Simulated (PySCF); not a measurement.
# Spin-state energies of [Ru(H2O)6]3+

The complex [Ru(H2O)6]3+ (charge +3) contains Ru(III), shell d5. The structure is a PBE0-D3(BJ)/def2-SVP, IEF-PCM water geometry optimised for multiplicity 2; coordination octahedral, point group C1, metal–donor distances 2.02–2.04 Å.

The d shell alone is too small an active space for [Ru(H2O)6]3+ (an active orbital has only 0.70 squared overlap with the free ion's shell): its levels, fitted parameters, g values and moments show what this model gives and aren't sound predictions.

```
19

Ru    0.000    0.000    0.000
O     0.056   -0.070    2.033
H     0.472    0.660    2.524
H    -0.743   -0.333    2.522
O     0.037   -0.017   -2.028
H     0.306    0.791   -2.500
H    -0.696   -0.418   -2.526
O     2.027    0.053    0.047
H     2.505    0.341   -0.750
H     2.512   -0.704    0.421
O    -2.022    0.038    0.028
H    -2.513    0.364   -0.747
H    -2.520   -0.714    0.396
O     0.048    2.028   -0.063
H     0.408    2.528    0.690
H    -0.726    2.515   -0.395
O     0.033   -2.023   -0.010
H     0.280   -2.499    0.802
H    -0.680   -2.522   -0.445
```

Method (PySCF 2.14, density fitting): CASSCF(5,5) with orbitals averaged over all microstates of the shell, strongly contracted NEVPT2 on the averaged canonical orbitals; basis x2c-TZVPall on the metal, x2c-SVPall elsewhere; spin-free X2C; IEF-PCM water; spin-orbit coupling by state interaction with the mean-field operator over all roots.

The unrestricted Kohn–Sham energies use the same basis, Hamiltonian, solvent and geometry. All energies are vertical, in cm⁻¹ above the lowest state with 2S+1 = 6; a negative value means that the lower spin is more stable. A dash marks a spin without a sound unrestricted solution.

```
method  2S+1 = 4  2S+1 = 2
  BP86         –    -34660
 TPSSh         –    -33400
 B3LYP         –    -32604
  PBE0         –    -29940
```

Q: What do CASSCF and NEVPT2 in the d shell give?

A: 
| method | 2S+1 = 4 | 2S+1 = 2 |
| --- | --- | --- |
| CASSCF | -1917 | -14955 |
| NEVPT2 | -8604 | -26238 |

Q: How does exact exchange act on the 2S+1 = 2 state?

A: From BP86 (0 % exact exchange) to PBE0 (25 %) it moves by +4720 cm⁻¹ against the high-spin state, so more exact exchange favours high spin, the usual trend.

The functionals differ in more than their exact exchange.

The active space of the d orbitals alone lacks metal–ligand bonding pairs, which usually tilts NEVPT2 towards high spin.
